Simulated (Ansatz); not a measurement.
Geometry optimisation, RHF/def2-SVP in Ansatz 0.2.0.

Input file:

```yaml
crystal:
  periodic: [false, false, false]
  atoms:
    - { symbol: W, position_ang: [0.0, 0.0, 0.0] }
    - { symbol: Cl, position_ang: [0.0, 0.0, 2.74] }
    - { symbol: F, position_ang: [1.85, 0.0, 0.0] }
    - { symbol: F, position_ang: [0.0, 1.85, 0.0] }
    - { symbol: F, position_ang: [-1.85, 0.0, 0.0] }
    - { symbol: F, position_ang: [0.0, -1.85, 0.0] }
    - { symbol: F, position_ang: [0.0, 0.0, -1.85] }
    - { symbol: S, position_ang: [1.7875, 1.8621, 0.8577] }
    - { symbol: H, position_ang: [2.8002, 1.2341, 1.5926] }
    - { symbol: H, position_ang: [1.0638, 1.1082, 2.1767] }
basis:
  gaussian: { orbitals: def2-SVP }
hamiltonian:
  xc: hf
relax:
  f_tol: 0.15
  max_steps: 25
  restrain:
    - { distance: [0, 7], at: 2.42, k: 30.0 }
    - { distance: [9, 1], at: 1.37, k: 30.0 }
    - { distance: [0, 1], at: 3.59, k: 30.0 }
    - { distance: [9, 7], at: 2.6, k: 30.0 }
```

Launched with:

```bash
$ ansatz run input.yaml --threads 4 --pin off --max-ram 5120MiB --backend cpu --events-out ev --progress --plain --runs-dir out
```

**Question.** Where does it end, and by what steps?

**Answer.** It converged. The restraints hold the end off the free minimum; the threshold counts their pulls, which the force column leaves out. Restrained pairs: W1–S8 (2.72 → 2.41 Å), Cl2–H10 (1.64 → 1.32 Å), W1–Cl2 (2.74 → 3.60 Å), S8–H10 (1.68 → 2.61 Å). After 19 steps the energy has fallen by 6.755 eV (the restraints' own energy left out); F5 moved furthest, 1.26 Å.

| step | energy less start (eV) | largest force component (eV/Å) | accepted |
| --- | --- | --- | --- |
| 0 | 0.0000 | 6.664 | yes |
| 1 | -0.1491 | 5.358 | yes |
| 2 | -1.0663 | 5.984 | yes |
| 3 | -3.1707 | 4.160 | yes |
| 4 | -4.7772 | 1.878 | yes |
| 5 | -5.6128 | 1.228 | yes |
| 6 | -5.8902 | 1.831 | yes |
| 7 | -6.1456 | 1.686 | yes |
| 8 | -6.3669 | 1.398 | yes |
| 9 | -6.5209 | 1.491 | yes |
| 10 | -6.5716 | 2.224 | yes |
| 11 | -6.6765 | 1.765 | yes |
| 12 | -6.7112 | 1.639 | yes |
| 13 | -6.7204 | 1.608 | yes |
| 14 | -6.7099 | 1.920 | yes |
| 15 | -6.7134 | 1.893 | yes |
| 16 | -6.7503 | 1.554 | yes |
| 17 | -6.7547 | 1.543 | yes |
| 18 | -6.7583 | 1.521 | yes |
| 19 | -6.7547 | 1.585 | yes |

```xyz
10
Properties=species:S:1:pos:R:3
W 0.205 0.270 -0.300
Cl 0.661 -0.387 3.212
F 1.700 -0.677 0.197
F -0.605 1.723 -1.073
F -1.145 0.489 0.919
F -0.550 -1.409 -0.395
F 0.760 0.043 -2.025
S 1.495 1.994 0.777
H 2.504 1.241 1.214
H 0.626 0.917 2.991
```

The run took 47 s on 4 threads of Arm Neoverse V2 (shared host), peak memory 0.48 GiB.
